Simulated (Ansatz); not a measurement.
CH₃IOSe, SMILES [Se](OC)I.

The structure is a stationary point at B3LYP-D3(BJ)/def2-SVP. The def2 effective core potentials stand for the cores of I; spin–orbit coupling is left out. The values are those of a single conformer.

Two levels are set side by side: PBE/def2-SVPD (Ansatz, a first-principles code) and PBE0/def2-SVPD (Ansatz). Energy differences of separate SCF runs at the same geometry; the states with an electron removed or added have multiplicity 2 and 2. Differences are taken from unrounded values.

```csv
quantity,PBE0
vertical ionisation energy (eV),8.69
vertical electron affinity (eV),1.17
vertical singlet–triplet gap (eV),1.73
```

**Question.** What does PBE give, and how far is it from PBE0? (The exact figures need the calculation; the answer reports its results.)

**Answer.** 
| quantity | PBE | PBE minus PBE0 |
|---|---|---|
| vertical ionisation energy (eV) | 8.38 | -0.31 |
| vertical electron affinity (eV) | 1.07 | -0.10 |
| vertical singlet–triplet gap (eV) | 1.66 | -0.06 |
